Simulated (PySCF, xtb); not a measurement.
C₃H₉NSi₂, SMILES CC1=N[C@@H]([SiH3])[SiH2]1.

GFN2-xTB run with xtb 6.7.1 at its own geometry gives an orbital gap of 2.78 eV and a dipole moment of 2.57 D.

Geometry: r2SCAN-D4/def2-SVP. The structure was generated by enumeration; whether it is a known compound was not checked.

Question: What does PBE/def2-TZVP in PySCF give? (Estimate from the structure and the level; the computed values follow.)

Answer: gap 3.75 eV (levels -5.58 and -1.83 eV), dipole 1.74 D.
